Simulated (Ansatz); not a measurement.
Reaction (formal exchange of groups at the Sn–C bond): `[OH][SnH2][CH2][SiH3]` + `[SiH3]Cl` → `[OH][SnH2][SiH2]Cl` + `C[SiH3]`

Program: Ansatz. Geometries: PBE0-D4/def2-TZVP. ΔE: electronic, gas phase. CBS: MP2 limit from def2 TZ/QZ plus the TZ coupled-cluster correction, frozen cores. This one scheme is used for every species. DFT in def2-TZVPP. def2 core potentials past Kr. For Sn outer-core shells are correlated without core-valence functions, which leaves a few kJ/mol of doubt a bond. Each species was taken in one conformer, which may not be the lowest.

| species | r2SCAN energy (Eh) |
| --- | --- |
| `[OH][SnH2][CH2][SiH3]` | -621.98356 |
| `[SiH3]Cl` | -751.49714 |
| `[OH][SnH2][SiH2]Cl` | -1042.31999 |
| `C[SiH3]` | -331.17338 |

Q: Work out ΔE.

A: ΔE = (-1042.31999) + (-331.17338) − (-621.98356) − (-751.49714) = -0.01267 Eh = -0.34 eV. CCSD(T)/CBS gives -0.22 eV.

Largest T1 diagnostic among the species: 0.013.

In def2-TZVPP, CCSD(T) changes the Hartree–Fock value by +0.06 eV (the triples alone add +0.01 eV) and MP2 by +0.10 eV. From PBE to PBE0 (25 % exact exchange), in def2-TZVPP and without D4, ΔE moves by +0.04 eV.
